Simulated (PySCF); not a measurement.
Be⁺: excitation energy

Be⁺ [He] 2s1 (2S) → Be⁺ [He] 2p1 (2P), as a difference of total energies. Calculation: PySCF 2.14, in dyall-acv3z (15s9p4d2f, 76 functions); the non-relativistic Hamiltonian (point nucleus). Correlated levels: valence and next inner shell: nothing frozen; virtual orbitals above 40 to 60 times the deepest correlated orbital energy dropped. The calculations carry no spin-orbit coupling.

```csv
method,excitation energy (eV)
UHF,3.986
MP2 (valence and next inner shell),3.983
SCS-MP2 (valence and next inner shell),3.994
CCSD (valence and next inner shell),3.981
CCSD(T) (valence and next inner shell),3.981
```

Errors of the correlated levels include the incompleteness of this basis.

For comparison: 3.959 eV (measured; NIST levels, between the centres of gravity of the two terms).
